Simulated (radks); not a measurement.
Values are calculated unless marked as measured or tabulated.
Initial-state core-level shifts of neutral sulfur when its valence configuration changes from [Ne] 3s2 3p4. Code: a radial shooting solver on a logarithmic mesh with Libxc functionals. Model: Dirac Kohn-Sham, PBE, spin-unpolarised, spherical densities, finite nucleus; open shells are shared between the two j in proportion to 2j + 1; Fermi nuclear charge, rms radius 3.2611 fm. Shifts are changes of the shell-averaged eigenvalues in eV (positive: less bound); the change of the density at the nucleus, which sets a Mossbauer isomer shift, is in e/bohr^3, on a base of 2947.

valence          1s      2s      2p  density at nucleus
3s1 3p5      -1.476  -1.442  -1.428             -9.6422
3p6          -2.869  -2.812  -2.782            -19.6698
3s0.5 3p5.5  -2.182  -2.135  -2.114            -14.6102
3s1.5 3p4.5  -0.749  -0.731  -0.724             -4.7704
